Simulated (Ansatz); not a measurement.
Isolated molecules relaxed with PBE0-D4/def2-TZVP in Ansatz; ΔE leaves out vibrations. CBS: MP2 limit from def2 TZ/QZ plus the TZ coupled-cluster correction, frozen cores. Functionals use def2-TZVPP. For Ge outer-core shells are correlated without core-valence functions, which leaves a few kJ/mol of doubt a bond. Scalar relativity is left out up to krypton. One conformer a species, not always the lowest.

Reaction (ligand exchange at a Ge–O bond): `[NH2][GeH2][O][SiH](N)Cl` + `[NH2][GeH2][NH2]` → `[NH2][GeH2][NH][GeH2][NH2]` + `N[SiH](O)Cl`

`[NH2][GeH2][O][SiH](N)Cl`:

Cartesian coordinates in Å:
```
N 0.183 -0.580 2.032
Ge -1.237 -0.878 0.935
O -0.814 -0.763 -0.813
Si 0.380 0.060 -1.518
N 0.502 1.628 -0.840
Cl 2.233 -0.784 -1.176
H 0.601 0.333 1.907
H 0.910 -1.279 1.978
H -2.293 0.206 1.179
H -1.737 -2.312 1.121
H 0.157 -0.014 -2.976
H -0.269 2.270 -0.943
H 1.384 2.113 -0.886
```

`[NH2][GeH2][NH2]`:

Z-matrix (Å, degrees):
```
Ge
N 1 1.832
N 1 1.832 2 103.7
H 1 1.547 2 105.1 3 -123.1
H 1 1.547 2 116.8 3 115.1
H 2 1.010 1 115.2 3 168.1
H 2 1.010 1 114.4 3 -63.9
H 3 1.010 1 115.2 2 168.1
H 3 1.010 1 114.5 2 -63.9
```

`[NH2][GeH2][NH][GeH2][NH2]`:

Cartesian coordinates in Å:
```
N 0.796 0.585 -1.617
Ge 1.547 0.845 0.046
N 0.521 -0.181 1.143
Ge -1.317 -0.266 1.037
N -1.954 -1.282 -0.353
H 0.970 1.329 -2.277
H 1.036 -0.297 -2.050
H 3.014 0.383 0.205
H 1.432 2.365 0.291
H 0.955 -0.568 1.966
H -1.872 1.149 0.813
H -1.797 -0.907 2.351
H -1.657 -0.904 -1.244
H -1.673 -2.252 -0.310
```

`N[SiH](O)Cl`:

```xyz
8

N     1.185    0.128    0.186
Si   -0.464    0.256   -0.205
O    -1.109   -1.208   -0.525
Cl   -1.314    1.152    1.441
H     1.609    0.762    0.842
H     1.852   -0.250   -0.468
H    -0.823    1.064   -1.385
H    -0.937   -1.904    0.113
```

```
         level  ΔE (eV)
          PBE0     0.35
CCSD/CBS(def2)     0.35
```

(1) What does CCSD(T)/CBS give? (An estimate is asked.)

Largest T1 diagnostic among the species: 0.011.

Results:

(1) Computed: +0.35 eV. The listed levels differ from it by 0.00, 0.00 eV.

In def2-TZVPP, CCSD(T) changes the Hartree–Fock value by −0.08 eV (the triples alone add −0.01 eV) and MP2 by −0.10 eV.
